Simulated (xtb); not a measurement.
difluoromethane (CH$_{2}$F$_{2}$), singlet, at a GFN2-xTB geometry, atoms displaced at random by about 0.02 Å a coordinate; GFN1-xTB (xtb).

Here is a job for xtb.
```
$ xtb mol.xyz --gfn 1 --opt extreme --json

# file mol.xyz
5

C      0.04094690     0.03779907     0.49306738
F     -0.02621870     1.08252256    -0.30298312
F      0.01087149    -1.06468738    -0.24815897
H     -0.86518825    -0.04698523     1.14474028
H      0.94674572     0.07117541     1.05831493
```

Task: What does xtb print? Leave out banner, timings and long lists.

Result: 
```
   ID    Z sym.   atoms
    1    6 C      1
    2    9 F      2, 3
    3    1 H      4, 5

           -------------------------------------------------
          |                Calculation Setup                |
           -------------------------------------------------

           -------------------------------------------------
          |                 G F N 1 - x T B                 |
           -------------------------------------------------

          ...................................................
          :                      SETUP                      :
          :.................................................:
          :  # basis functions                  16          :
          :  # atomic orbitals                  16          :
          :  # shells                           10          :
          :  # electrons                        20          :
          :  # halogen bonds                     0          :
          :  max. iterations                   250          :
          :  Hamiltonian                  GFN1-xTB          :
          :  restarted?                      false          :
          :  GBSA solvation                  false          :
          :  PC potential                    false          :
          :  electronic temp.          300.0000000     K    :
          :  accuracy                    1.0000000          :
          :  -> integral cutoff          0.2500000E+02      :
          :  -> integral neglect         0.1000000E-07      :
          :  -> SCF convergence          0.1000000E-05 Eh   :
          :  -> wf. convergence          0.2000000E-04 e    :
          :  Broyden damping             0.4000000          :
          :  net charge                          0          :
          :  unpaired electrons                  0          :
          ...................................................

 iter      E             dE          RMSdq      gap      omega  full diag
   1    -13.4842129 -0.134842E+02  0.604E+00    9.37       0.0  T
   2    -13.5264850 -0.422721E-01  0.348E+00    9.46       1.0  T
   3    -13.5268162 -0.331198E-03  0.137E+00    9.61       1.0  T
   4    -13.5268952 -0.789438E-04  0.664E-02    9.64       1.0  T
   5    -13.5269112 -0.160328E-04  0.465E-02    9.61       1.0  T
   6    -13.5269200 -0.876525E-05  0.508E-03    9.61       8.8  T
   7    -13.5269200 -0.974220E-07  0.166E-03    9.61      26.9  T
   8    -13.5269201 -0.114341E-07  0.244E-05    9.61    1829.1  T
   9    -13.5269201 -0.978773E-12  0.169E-05    9.61    2648.6  T

   *** convergence criteria satisfied after 9 iterations ***

         :::::::::::::::::::::::::::::::::::::::::::::::::::::
         ::                     SUMMARY                     ::
         :::::::::::::::::::::::::::::::::::::::::::::::::::::
         :: total energy             -13.473925208585 Eh    ::
         :: gradient norm              0.049500808269 Eh/a0 ::
         :: HOMO-LUMO gap              9.608733614576 eV    ::
         ::.................................................::
         :: SCC energy               -13.526920060928 Eh    ::
         :: -> electrostatic           0.038798803965 Eh    ::
         :: repulsion energy           0.053543836318 Eh    ::
         :: dispersion energy         -0.000548983974 Eh    ::
         :: halogen bond corr.         0.000000000000 Eh    ::
         :: add. restraining           0.000000000000 Eh    ::
         :: total charge               0.000000000000 e     ::
         :::::::::::::::::::::::::::::::::::::::::::::::::::::

      -----------------------------------------------------------
     |                   =====================                   |
     |                        A N C O P T                        |
     |                   =====================                   |
     |               Approximate Normal Coordinate               |
     |                Rational Function Optimizer                |
[...]
 * total energy  :   -13.4739252 Eh     change       -0.9965362E-12 Eh
 * total energy  :   -13.4759099 Eh     change       -0.1984724E-02 Eh
 * total energy  :   -13.4761598 Eh     change       -0.2498864E-03 Eh
 * total energy  :   -13.4761732 Eh     change       -0.1341776E-04 Eh
 * total energy  :   -13.4761775 Eh     change       -0.4308305E-05 Eh
 * total energy  :   -13.4761781 Eh     change       -0.5054115E-06 Eh
 * total energy  :   -13.4761781 Eh     change       -0.6347879E-07 Eh
 * total energy  :   -13.4761781 Eh     change       -0.2210539E-08 Eh
   *** GEOMETRY OPTIMIZATION CONVERGED AFTER 8 ITERATIONS ***
[...]
         :: total energy             -13.476178116606 Eh    ::
         :: gradient norm              0.000009089306 Eh/a0 ::
         :: HOMO-LUMO gap              9.663303922259 eV    ::
         ::.................................................::
         :: SCC energy               -13.524188602145 Eh    ::
         :: -> electrostatic           0.039682045221 Eh    ::
         :: repulsion energy           0.048559323157 Eh    ::
         :: dispersion energy         -0.000548837618 Eh    ::
         :: halogen bond corr.         0.000000000000 Eh    ::
         :: add. restraining           0.000000000000 Eh    ::
         :: total charge               0.000000000000 e     ::
         :::::::::::::::::::::::::::::::::::::::::::::::::::::

           -------------------------------------------------
          |                Property Printout                |
           -------------------------------------------------

    * Orbital Energies and Occupations

         #    Occupation            Energy/Eh            Energy/eV
      -------------------------------------------------------------
         1        2.0000           -0.8853303             -24.0911
         2        2.0000           -0.8796694             -23.9370
         3        2.0000           -0.6875728             -18.7098
         4        2.0000           -0.6389412             -17.3865
         5        2.0000           -0.6277559             -17.0821
         6        2.0000           -0.6171774             -16.7943
         7        2.0000           -0.5621718             -15.2975
         8        2.0000           -0.5500021             -14.9663
         9        2.0000           -0.5449902             -14.8299
        10        2.0000           -0.5056530             -13.7595 (HOMO)
        11                         -0.1505331              -4.0962 (LUMO)
        12                         -0.1150434              -3.1305
        13                          0.0016714               0.0455
        14                          0.0021321               0.0580
        15                          0.2502482               6.8096
        16                          0.2711362               7.3780
      -------------------------------------------------------------
                  HL-Gap            0.3551199 Eh            9.6633 eV
             Fermi-level           -0.3280930 Eh           -8.9279 eV

  Mulliken/CM5 charges         n(s)   n(p)   n(d)
     1C     0.42904  0.37262   1.010  2.561  0.000
     2F    -0.25926 -0.28769   1.811  5.448  0.000
     3F    -0.25926 -0.28769   1.811  5.448  0.000
     4H     0.04474  0.10138   0.955  0.000  0.000
     5H     0.04473  0.10138   0.955  0.000  0.000

Wiberg/Mayer (AO) data.
largest (>0.10) Wiberg bond orders for each atom

 ---------------------------------------------------------------------------
     #   Z sym  total        # sym  WBO       # sym  WBO       # sym  WBO
 ---------------------------------------------------------------------------
     1   6 C    3.796 --     4 H    0.963     5 H    0.963     2 F    0.935
                             3 F    0.935
     2   9 F    1.037 --     1 C    0.935
     3   9 F    1.037 --     1 C    0.935
     4   1 H    1.025 --     1 C    0.963
     5   1 H    1.025 --     1 C    0.963
 ---------------------------------------------------------------------------

Topologies differ in total number of bonds
Writing topology from bond orders to xtbtopo.mol

 dipole moment from electron density (au)
     X       Y       Z
   0.0379   0.0149   0.9324  total (Debye):    2.372

optimized geometry written to: xtbopt.xyz

           -------------------------------------------------
          | TOTAL ENERGY              -13.476178116606 Eh   |
          | GRADIENT NORM               0.000009089306 Eh/α |
          | HOMO-LUMO GAP               9.663303922259 eV   |
           -------------------------------------------------

normal termination of xtb
```
